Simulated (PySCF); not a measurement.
**Question.** Give a PBE0-D3(BJ)/def2-SVP geometry of VOF3, `[O]=[V]([F])([F])[F]`. (Singlet state.)

**Answer.** 
```
atom  x, y, z in Å
O1     0.0676   -0.1319    1.4997
V2    -0.1060    0.0647   -0.0091
F3    -0.7201    1.6265   -0.2722
F4     1.4144   -0.1181   -0.7449
F5    -1.1944   -1.1100   -0.5766
```

Any rigid rotation of these coordinates is as good. Atoms count from 1 in this order. All 3 F–V bonds measure 1.699 Å. V2 (vanadium bonded to 3 F and O) is tetrahedral (angles from 108.1° to 110.8°).

Bonds between heavy atoms (Å): O1=V2 1.531, V2–F3 1.699, V2–F4 1.699, V2–F5 1.699.

Level of theory: PySCF, PBE0-D3(BJ)/def2-SVP geometry optimisation, gas phase.

Point group: C3v (every atom within 0.08 Å of its image). Not checked by PBE0-D3(BJ)/def2-SVP frequencies.

Hardware: an Arm Neoverse V1 with one thread, shared host with 32 logical CPUs at a one-minute load of 8.4. Cost: 17 s of wall time, 0.37 GiB resident at most. These figures are those of the optimisation.
